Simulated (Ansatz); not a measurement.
Geometry optimisation, Ansatz, RKS PBE0-D4/def2-SVP.

The input (input.yaml):

```yaml
crystal:
  periodic: [false, false, false]
  atoms:
    - { symbol: B, position_ang: [0.0, 0.0, 0.0] }
    - { symbol: Cl, position_ang: [0.0, 0.0, 2.21] }
    - { symbol: F, position_ang: [1.1431, 0.0, -0.66] }
    - { symbol: Cl, position_ang: [-1.6108, 0.0, -0.93] }
    - { symbol: H, position_ang: [-0.1908, -1.4011, 0.4698] }
    - { symbol: H, position_ang: [-0.1699, -1.2477, 1.3665] }
basis:
  gaussian: { orbitals: def2-SVP }
hamiltonian:
  xc: pbe0
  dispersion: d4
relax:
  f_tol: 0.15
  max_steps: 25
  restrain:
    - { distance: [0, 4], at: 1.19, k: 30.0 }
    - { distance: [5, 1], at: 1.37, k: 30.0 }
    - { distance: [0, 1], at: 3.06, k: 30.0 }
    - { distance: [5, 4], at: 1.86, k: 30.0 }
```

Command:

```bash
$ ansatz run input.yaml --threads 1 --pin off --max-ram 2048MiB --backend cpu --events-out ev --progress --plain --runs-dir out
```

Problem. Where does it end, and by what steps?

Solution. The run converged. The restraints hold the end off the free minimum; the threshold counts their pulls, which the force column leaves out. Restrained pairs: B1–H5 (1.49 → 1.20 Å), Cl2–H6 (1.52 → 1.33 Å), B1–Cl2 (2.21 → 3.06 Å), H5–H6 (0.91 → 1.86 Å). After 8 steps the energy has fallen by 2.260 eV (the restraints' own energy left out); B1 moved furthest, 0.64 Å.

| step | energy less start (eV) | largest force component (eV/Å) | accepted |
| --- | --- | --- | --- |
| 0 | 0.0000 | 3.694 | yes |
| 1 | -0.4771 | 4.969 | yes |
| 2 | -1.3672 | 3.402 | yes |
| 3 | -2.0020 | 1.273 | yes |
| 4 | -1.9994 | 3.785 | yes |
| 5 | -2.2376 | 0.951 | yes |
| 6 | -2.2621 | 0.856 | yes |
| 7 | -2.2420 | 1.272 | yes |
| 8 | -2.2602 | 1.036 | yes |

```xyz
6
Properties=species:S:1:pos:R:3
B -0.089 -0.449 -0.441
Cl -0.100 0.017 2.586
F 1.054 0.145 -0.677
Cl -1.573 0.284 -0.983
H -0.101 -1.528 0.078
H -0.020 -1.118 1.894
```

The run took 9 s on 1 thread of AMD EPYC 9R45 96-Core Processor (Zen 5) (shared host), peak memory 0.16 GiB.
